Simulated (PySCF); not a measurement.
Two-component Hartree-Fock for Sc (scandium, neutral)

Start: [Ar] 3d1 4s1 4p1; 3d5/2 filled at m_j = +5/2; 4s1/2 filled at m_j = +1/2; 4p3/2 filled at m_j = +3/2. Calculated with PySCF 2.14 in x2c-SVPall-2c with one added diffuse shell each of s, d type (6s5p4d1f, 48 functions): generalised Hartree-Fock with the X2C-1e Hamiltonian and a Gaussian nucleus; one run each with spin-orbit coupling (SO) switched off, then screened by Boettger's factors. This is a chosen level, not necessarily the ground level.

```
spinor shell  electrons  ε, spin-free (eV)  ε, screened SO (eV)  weight of nominal j (screened SO)  rms radius, screened SO (bohr)
       1s1/2          2            -4536.9              -4536.9                              1.000                          0.0845
       2s1/2          2            -523.59              -523.60                              1.000                           0.370
       2p1/2          2            -426.51              -429.57                              0.998                           0.338
       3s1/2          2            -70.460              -70.468                              1.000                            1.15
       3p3/2          4            -42.882              -43.171                              0.863                            1.27
       3p1/2          2            -42.882              -42.323                              0.725                            1.26
       3d5/2          1             -9.007               -8.997                              1.000                            2.13
       4s1/2          1             -7.344               -7.345                              0.995                            3.97
       4p3/2          1             -4.042               -4.028                              1.000                            3.88
```

Q: Where does 2p3/2 lie, and what is the 2p spin-orbit splitting (screened SO)?

A: At -425.00 eV, 4.571 eV above 2p1/2.

```csv
quantity,spin-free,screened SO
E (hartree),-763.12315,-763.12448
M_J,9/2,9/2
⟨J²⟩,24.783,24.783
⟨L²⟩,12.033,12.033
⟨S²⟩,3.751,3.751
```

Each row is a mean over spinors that exchange with the open shell spreads, by up to 4.359 eV (3p3/2).

Rows whose weight is well below 1 are mixtures of j = l ± 1/2: exchange outweighs spin-orbit coupling there, and the label is only the starting occupation.

Without spin-orbit coupling the j labels of p, d and f shells carry no meaning; the spin-free column gives the mean over the occupied spinors of each nl shell.
